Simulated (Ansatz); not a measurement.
Consider the ligand exchange at the Al–C bond: `[AlH2][CH2][InH2]` + `[NH2][AlH2]` → `[AlH2][NH][AlH2]` + `[CH3][InH2]`.

Calculated with Ansatz (gas phase, PBE0-D4/def2-TZVP geometries, no zero-point term in ΔE). CBS: MP2 limit from def2 TZ/QZ plus the TZ coupled-cluster correction, frozen cores. This one scheme is used for every species. DFT in def2-TZVPP. HSE06 is defined as in plane-wave codes. def2 core potentials past Kr. For In outer-core shells are correlated without core-valence functions, which leaves a few kJ/mol of doubt a bond.

`[AlH2][CH2][InH2]`:

Cartesian coordinates in Å:
```
Al -0.003 1.449 -0.965
C 0.788 -0.017 0.008
In -0.596 -1.392 0.928
H -0.360 1.286 -2.505
H -0.363 2.803 -0.214
H 1.398 0.364 0.834
H 1.397 -0.632 -0.663
H -1.125 -2.773 0.038
H -1.136 -1.088 2.539
```

`[NH2][AlH2]`:

Z-matrix (Å, degrees):
```
N
Al 1 1.766
H 1 1.007 2 124.9
H 1 1.007 2 124.9 3 180.0
H 2 1.583 1 117.9 3 -180.0
H 2 1.583 1 117.9 3 0.0
```

`[AlH2][NH][AlH2]`:

Z-matrix (Å, degrees):
```
Al
N 1 1.786
H 1 1.585 2 118.9
H 1 1.582 2 117.7 3 180.0
Al 2 1.786 1 129.5 3 179.9
H 2 1.014 1 115.2 3 -0.1
H 5 1.585 2 118.9 1 179.9
H 5 1.582 2 117.7 1 -0.1
```

`[CH3][InH2]`:

Cartesian coordinates in Å:
```
C 0.047 -0.997 -0.150
In -0.042 1.133 0.152
H 0.995 -1.299 -0.595
H -0.057 -1.500 0.815
H -0.775 -1.331 -0.786
H 1.401 2.088 0.154
H -1.569 1.906 0.411
```

```
             level  ΔE (kJ/mol)  difference from CCSD(T)/CBS
            PBE-D4        -69.9                          3.4
         r2SCAN-D4        -75.3                         -2.0
          HSE06-D4        -71.6                          1.7
           ωB97X-V        -77.2                         -3.9
            revPBE        -70.1                          3.2
              BLYP        -77.1                         -3.8
         CAM-B3LYP        -80.0                         -6.7
     CCSD/def2-SVP        -81.7                         -8.4
SCS-MP2/def2-TZVPP        -80.0                         -6.7
CCSD(T)/def2-TZVPP        -77.4                         -4.1
       CCSD(T)/CBS        -73.3                            0
```

Largest T1 diagnostic among the species: 0.013.

In def2-TZVPP, CCSD(T) changes the Hartree–Fock value by +7.5 kJ/mol (the triples alone add +1.1 kJ/mol) and MP2 by +7.4 kJ/mol. From BLYP to BHLYP (50 % exact exchange), in def2-TZVPP and without D4, ΔE moves by −4.0 kJ/mol. Leaving LDA and LC-ωPBE aside and taking each functional with its dispersion term where it has one, the values, not all of them listed here, spread over 10.2 kJ/mol, from BHLYP-D4 to PBE-D4.
